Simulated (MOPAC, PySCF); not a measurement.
H6B3N, SMILES `N(BB)B`, neutral singlet in the gas phase. 

Cartesian coordinates (Å):
```xyz
10

B      1.5955    -0.4903    -0.2370
B      0.6112     0.8049     0.1044
N     -0.8109     0.6995     0.2091
B     -1.5321    -0.5033     0.0360
H      1.9139    -0.7680    -1.3555
H      2.0912    -1.1551     0.6243
H      1.0974     1.8906     0.2749
H     -1.3354     1.5383     0.4204
H     -2.7191    -0.5220     0.1376
H     -0.9115    -1.4945    -0.2141
```
Charge 0, multiplicity 1.

All levels are single points at this geometry (B3LYP-D3(BJ)/def2-TZVP); Pople sets use spherical d functions. Orbital energies aren't observables, and empty levels follow the basis.

```json
[
 {"level": "B3LYP-D3(BJ)/def2-TZVP in PySCF", "HOMO (eV)": "-8.06", "LUMO (eV)": "-1.81", "gap (eV)": "6.25", "dipole (D)": "1.38", "vertical IE, Delta-SCF (eV)": "10.59"},
 {"level": "PBE-D3(BJ)/def2-TZVP in PySCF", "HOMO (eV)": "-6.91", "LUMO (eV)": "-2.65", "gap (eV)": "4.25", "dipole (D)": "1.42", "vertical IE, Delta-SCF (eV)": "–"},
 {"level": "B3LYP/6-311+G** in PySCF", "HOMO (eV)": "-8.08", "LUMO (eV)": "-1.84", "gap (eV)": "6.24", "dipole (D)": "1.35", "vertical IE, Delta-SCF (eV)": "–"},
 {"level": "BP86/6-31G* in PySCF", "HOMO (eV)": "-6.77", "LUMO (eV)": "-2.35", "gap (eV)": "4.42", "dipole (D)": "1.52", "vertical IE, Delta-SCF (eV)": "–"},
 {"level": "M06-2X/6-31G* in PySCF", "HOMO (eV)": "-9.32", "LUMO (eV)": "-0.25", "gap (eV)": "9.07", "dipole (D)": "1.42", "vertical IE, Delta-SCF (eV)": "–"},
 {"level": "HF/3-21G in PySCF", "HOMO (eV)": "-11.49", "LUMO (eV)": "2.53", "gap (eV)": "14.01", "dipole (D)": "1.41", "vertical IE, Delta-SCF (eV)": "–"},
 {"level": "HF/STO-3G in PySCF", "HOMO (eV)": "-10.12", "LUMO (eV)": "6.65", "gap (eV)": "16.77", "dipole (D)": "1.19", "vertical IE, Delta-SCF (eV)": "–"},
 {"level": "PM3 in MOPAC", "HOMO (eV)": "-11.74", "LUMO (eV)": "-0.16", "gap (eV)": "11.58", "dipole (D)": "1.63", "vertical IE, Delta-SCF (eV)": "–"},
 {"level": "PM7 in MOPAC", "HOMO (eV)": "-10.21", "LUMO (eV)": "-1.05", "gap (eV)": "9.15", "dipole (D)": "1.02", "vertical IE, Delta-SCF (eV)": "–"}
]
```
